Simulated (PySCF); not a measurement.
Run record: geometry optimisation, `C=C/C=C/B(C)C`.

Method: PBE0-D3(BJ)/def2-SVP geometry optimisation, gas phase (PySCF 2.14.0). Start geometry: GFN2-xTB. A driver script takes a list of jobs; this job's settings line and coordinates (Å) are shown.

Command:
```bash
OMP_NUM_THREADS=1 python probes_run.py task.json out
```

Input:
```
{"job": {"xc": "PBE0", "basis": "def2-SVP", "d3": "d3bj", "grid": 1, "shake": 0.01, "kind": "geom"}, "charge": 0, "multiplicity": 1}
C      3.575430     0.594050     0.191630
C      2.537540    -0.226270    -0.015410
C      1.145880     0.193820    -0.111530
C      0.163840    -0.632540    -0.322580
B     -1.357230    -0.222910    -0.467650
C     -2.394150    -1.304960    -0.939450
C     -1.838410     1.251410    -0.159240
H      3.406980     1.685290     0.289660
H      4.574280     0.289520     0.270780
H      2.729990    -1.285360    -0.108250
H      0.984240     1.256360     0.015870
H      0.387880    -1.685790    -0.424000
H     -2.063920    -1.832600    -1.828070
H     -3.397500    -0.916770    -1.151650
H     -2.511220    -2.078190    -0.160810
H     -2.835720     1.283360     0.305800
H     -1.945800     1.798170    -1.108070
H     -1.189620     1.845370     0.472490
```

Q: Estimate the output.

A: 
```
step   0  E = -259.57769608  max force = 0.067793
step   1  E = -259.58444982  max force = 0.010970
step   2  E = -259.58472961  max force = 0.002844
step   3  E = -259.58482249  max force = 0.003646
step   4  E = -259.58488822  max force = 0.001486
step   5  E = -259.58489716  max force = 0.002749
step   6  E = -259.58494210  max force = 0.001038
step   7  E = -259.58496727  max force = 0.000614
step   8  E = -259.58498704  max force = 0.000763
step   9  E = -259.58500731  max force = 0.000362
step  10  E = -259.58502388  max force = 0.000171
step  11  E = -259.58503544  max force = 0.000171
optimisation converged
```

Energies in Eh; «max force» is the largest Cartesian gradient component in Eh/bohr.

Q: Give the first gradient maximum in eV/Å.

A: With 1 Eh/bohr = 51.422 eV/Å, 3.486 eV/Å.

Q: How much energy does the optimisation release, in kcal/mol?

A: E(step 0) − E(last step) = 0.007339 Eh, which is 4.6 kcal/mol.

In short: final energy -259.58504 Eh after 11 steps; dipole 0.89 D.

Q: Estimate the wall time. Hardware: an Arm Neoverse N1 with one thread, shared host with 64 logical CPUs at a one-minute load of 61. And the peak memory of the process?

A: About 3.1 min, with 0.66 GiB resident at the peak, the Python interpreter and its libraries included.
Labels such as C1 count atoms from 1, the log's own numbers from 0.
